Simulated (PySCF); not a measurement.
C₄H₈Ge. Atoms are numbered in the order given.

```xyz
13

Ge     0.0000     0.0000     0.5054
C     -1.5252     0.4744    -0.6002
C     -2.6892    -0.1890    -0.5757
C      1.5252    -0.4744    -0.6002
C      2.6892     0.1890    -0.5757
H     -0.4290    -1.1879     1.3871
H      0.4290     1.1879     1.3871
H     -1.4154     1.3232    -1.2899
H     -3.5325     0.0923    -1.2191
H     -2.8547    -1.0445     0.0911
H      1.4154    -1.3232    -1.2899
H      3.5325    -0.0923    -1.2191
H      2.8547     1.0445     0.0911
```

Geometry optimised at r2SCAN-D4/def2-SVP. The values are those of a single conformer.

Level of theory: PySCF with PBE0/pcSseg-1.

GIAO shieldings, no solvent; atoms listed in one row are averaged. δ = σ(ref) − σ: ⁷³Ge against GeH4 (σ = 1658.3 ppm); ¹³C against TMS (σ = 186.3 ppm); ¹H against TMS (σ = 31.56 ppm), references at their B3LYP-D3(BJ)/def2-TZVP geometries, non-relativistic.

| nucleus | atoms | count | δ (ppm) |
|---|---|---|---|
| ⁷³Ge | Ge1 | 1 | 211.7 |
| ¹³C | C2, C4 | 2 | 146.0 |
| ¹³C | C3, C5 | 2 | 145.8 |
| ¹H | H8, H11 | 2 | 6.76 |
| ¹H | H12, H9 | 2 | 6.68 |
| ¹H | H10, H13 | 2 | 6.52 |
| ¹H | H6, H7 | 2 | 4.75 |
